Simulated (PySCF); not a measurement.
Coordinates in bohr (charge 0 multiplicity 1):
```
Ge    0.0000    0.0000   -0.0569
H     2.1421    0.0000    2.0619
H    -2.1421    0.0000    2.0619
```

All numbers come from PySCF, PBE0, basis Ge def2-TZVP, H def2-TZVP (no relativity, density fitting).

This geometry of GeH₂ is a stationary point at this level.

Q: What is the point group?

A: C2v.

Q: Is it a minimum?

A: Yes: all harmonic wavenumbers are real.

Q: Which band is strongest in the infrared?

A: 1936 cm⁻¹ (b2), 342 km/mol.

Q: What is the atomisation energy, with and without zero-point energy?

A: 573 kJ/mol without, 544 kJ/mol with.
